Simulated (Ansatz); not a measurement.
`CC[Si]Cl` + NH₃ → `N[Si]Cl` + `CC` at 400 K and 1 bar (ligand exchange at the Si–C bond).

Calculated with Ansatz (gas phase, PBE0-D4/def2-TZVP geometries, no zero-point term in ΔE). CCSD(T)/CBS is the MP2 limit (def2-TZVPP, def2-QZVPP) plus CCSD(T) − MP2 in def2-TZVPP, frozen cores. This one scheme is used for every species. Each species was taken in one conformer, which may not be the lowest.

```json
{"species": "`CC[Si]Cl`", "CCSD(T)/CBS energy (Eh)": "-827.97738", "H − E (kJ/mol)": "200.6", "S (J/(mol·K))": "362.9"}
{"species": "NH₃", "CCSD(T)/CBS energy (Eh)": "-56.50880", "H − E (kJ/mol)": "104.2", "S (J/(mol·K))": "203.1"}
{"species": "`N[Si]Cl`", "CCSD(T)/CBS energy (Eh)": "-804.81589", "H − E (kJ/mol)": "93.2", "S (J/(mol·K))": "301.3"}
{"species": "`CC`", "CCSD(T)/CBS energy (Eh)": "-79.71954", "H − E (kJ/mol)": "213.5", "S (J/(mol·K))": "244.3"}
```

H − E and S are ideal-gas, rigid-rotor, harmonic terms from PBE0-D4/def2-TZVP, for one conformer and one mirror image of each species. 1 Eh = 2625.50 kJ/mol, R = 8.31446 J/(mol·K).

Problem. By hand: ΔE, ΔH, ΔS and ΔG.

Solution. ΔE = (-804.81589) + (-79.71954) − (-827.97738) − (-56.50880) = -0.04925 Eh = -129.3 kJ/mol. Δ(H − E) = 93.2 + 213.5 − 200.6 − 104.2 = 1.9, so ΔH = -127.4 kJ/mol. ΔS = 301.3 + 244.3 − 362.9 − 203.1 = -20.4 J/(mol·K). ΔG = -127.4 − 400 × (-20.4)/1000 = -119.2 kJ/mol.

Problem. By hand: the equilibrium constant, and the temperature at which ΔG would vanish if ΔH and ΔS stayed fixed.

Solution. log₁₀ K = −ΔG/(RT ln 10) = 15.6. ΔG = 0 at ΔH/ΔS = 6245 K, far beyond where these terms or the molecules hold.

ΔH outweighs TΔS. A doubt of 5 kJ/mol in ΔE shifts log₁₀ K by 0.7 here. Other conformers and mirror images would add mixing entropy, several J/(mol·K) or more a flexible species. Modes under 60 cm⁻¹, often nearly free rotors, make the harmonic entropy too high. These are equilibria of isolated gas molecules and say nothing of rates. Largest T1 diagnostic: 0.013 (customary marks: 0.02 for closed shells, 0.045 for open ones).
